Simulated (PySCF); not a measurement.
Cu²⁺ (copper, charge +2): r2SCAN calculation

Configuration: [Ar] 3d8 4s1, high-spin 4F determinant (an excited configuration). Computed with PySCF 2.14 in x2c-TZVPPall with one added diffuse shell each of s, p, d, f type (7s6p5d3f1g, 80 functions), with the spin-free X2C one-electron Hamiltonian (Gaussian nucleus).

```
Total energy                        : -1653.406 hartree
One-electron energy                 : -2270.696 hartree
Hartree (Coulomb) energy            : 684.379 hartree
Exchange-correlation energy         : -67.089 hartree
⟨S²⟩                                : 3.7508
⟨L²⟩                                : 12.011
Sum of ⟨r⟩                          : 16.93 bohr
Sum of ⟨r²⟩                         : 19.55 bohr²
Langevin diamagnetic susceptibility : -15.5 ×10⁻⁶ cm³/mol
```

```
shell  electrons  mean orbital energy (eV)  spread (eV)  rms radius, mean of both spins (bohr)
 1s α          1                   -8905.2            0                                 0.0602
 1s β          1                   -8905.1            0                                 0.0602
 2s α          1                   -1108.5            0                                  0.255
 2s β          1                   -1106.8            0                                  0.255
 2p α          3                   -959.68            0                                  0.229
 2p β          3                   -958.37            0                                  0.229
 3s α          1                   -154.19            0                                  0.758
 3s β          1                   -150.14            0                                  0.758
 3p α          3                   -109.78            0                                  0.800
 3p β          3                   -105.91            0                                  0.800
 3d α          5                   -38.773        1.716                                  0.979
 3d β          3                   -36.726            0                                  0.979
 4s α          1                   -25.419            0                                   2.54
```

Densities and radii are taken from the X2C orbitals without a picture-change correction, which distorts them close to the nucleus.
